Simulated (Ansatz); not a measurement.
Results of the Gaussian-basis code of Ansatz.

A structure relaxed at PBE0-D4/def2-TZVP, charge 0, multiplicity 1:

Cartesian coordinates in Å:
```
O -1.437 -0.483 -1.064
B -0.751 -0.273 0.072
Si 1.152 0.415 0.057
Cl -1.534 -0.610 1.632
H -2.333 -0.812 -0.924
H 1.650 0.649 -1.324
H 2.035 -0.575 0.731
H 1.218 1.690 0.821
```

(1) Give its formula and SMILES.

(2) Point group (tolerance 0.08 Å, 0.16 Å for H)?

(3) Summarise the bond lengths by kind.

Answers

(1) BClH4OSi, `OB([SiH3])Cl`.

(2) Cs.

(3) 1 × B–O 1.343 Å; 1 × H–O 0.965 Å; 1 × B–Si 2.023 Å; 1 × B–Cl 1.779 Å; 3 × H–Si 1.486 to 1.488 Å.
